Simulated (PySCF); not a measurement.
C₃H₆FNSi, SMILES [SiH3]C=C=C(N)F. Geometry optimised at PBE-D3(BJ)/def2-SVP. The structure was generated by enumeration; whether it is a known compound was not checked. One conformer was computed; it need not be the lowest.

Give the equilibrium geometry at PBE-D3(BJ)/def2-SVP (PySCF confirms it by a frequency run) as bond lengths and angles. (Estimate from the structure and the level; the computed values follow.)

One answer among several that fit: 
Atoms: N1 C2 F3 C4 C5 Si6 H7 H8 H9 H10 H11 H12. Bond lengths (Å): N1–C2 1.391, N1–H7 1.028, N1–H8 1.022, C2–F3 1.356, C2–C4 1.330, C4–C5 1.323, C5–Si6 1.890, C5–H9 1.112, Si6–H10 1.502, Si6–H11 1.508, Si6–H12 1.507. Bond angles (°): C2–N1–H7 113.6, C2–N1–H8 113.3, H7–N1–H8 111.2, N1–C2–F3 111.6, N1–C2–C4 127.8, F3–C2–C4 120.6, C2–C4–C5 171.3, C4–C5–Si6 122.8, C4–C5–H9 119.5, Si6–C5–H9 117.7, C5–Si6–H10 109.4, C5–Si6–H11 110.4, C5–Si6–H12 110.5, H10–Si6–H11 109.5, H10–Si6–H12 109.7, H11–Si6–H12 107.3.
Charge 0, spin multiplicity 1.
